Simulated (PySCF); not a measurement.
C5H12OSi2.
Numbering: `[CH3:1][CH:2]([CH3:3])[O:4][SiH2:5][C:6]#[C:7][SiH3:8]` (hydrogens: H9, H10, H11 on C1; H12 on C2; H13, H14, H15 on C3; H16, H17 on Si5; H18, H19, H20 on Si8)

Torsions of this conformer, `[CH3:1][CH:2]([CH3:3])[O:4][SiH2:5][C:6]#[C:7][SiH3:8]`: C1–C2–O4–Si5 -100°, C2–O4–Si5–C6 63°.

The closed-shell ground state was solved at several levels (PySCF, density fitting, gas phase, non-relativistic). Geometry: PBE0-D3(BJ)/def2-SVP, one conformer, isolated molecule.

```json
{"level": "wB97X-D/pcSseg-1", "basis functions": "210", "HOMO (eV)": "-9.95", "LUMO (eV)": "0.87", "gap (eV)": "10.82", "dipole (D)": "1.26"}
{"level": "B3LYP/def2-SVPD", "basis functions": "267", "HOMO (eV)": "-7.85", "LUMO (eV)": "-1.09", "gap (eV)": "6.76", "dipole (D)": "1.19"}
```

Question: What might PBE0/pcSseg-1 (210 basis functions) give for the same quantities?

Answer: HOMO -8.09 eV, LUMO -0.89 eV, gap 7.20 eV, dipole 1.25 D.

Question: Over all these levels, which gives the widest orbital gap and which the narrowest?

Answer: wB97X-D/pcSseg-1 (range-separated hybrid) has the widest, 10.82 eV, and B3LYP/def2-SVPD (global hybrid, 20 % exact exchange) the narrowest, 6.76 eV. Functional and basis both differ between the two, so the spread mixes both effects.

Question: How far do the dipole and the HOMO energy spread over the levels?

Answer: The dipole runs from 1.19 to 1.26 D (mean 1.23 D) and the HOMO from -9.95 to -7.85 eV.
